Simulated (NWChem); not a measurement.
System: TiNH2Cl2 cation; SMILES [NH2][Ti+]([Cl])[Cl]

```xyz
6

Ti     0.2857    -0.3013     0.0000
Cl    -0.7480     0.0901     1.8051
Cl    -0.7480     0.0901    -1.8051
N      1.8525     0.5547     0.0000
H      2.3230     0.9016    -0.8441
H      2.3230     0.9016     0.8441
```
Atoms are numbered in this order, from 1.

STO-3G and 3-21G are far too small for this property and stand as cheap habits. Coordinates come from a PBE0/def2-SVP optimisation. The spin multiplicity was typed, not searched, and may not be the lowest.

Question: Give the principal values of the shielding tensors (ppm) of Ti1, Cl2, N4 from Hartree-Fock/STO-3G, GIAO (NWChem), with their diamagnetic and paramagnetic parts as GIAO splits them.

Answer: 
```csv
atom,σ11,σ22,σ33,isotropic,diamagnetic,paramagnetic
Ti1,778.7,1107.6,1191.7,1026.0,1592.9,-566.9
Cl2,842.9,873.2,1129.0,948.4,1129.1,-180.7
N4,20.1,271.9,301.9,198.0,309.3,-111.3
```
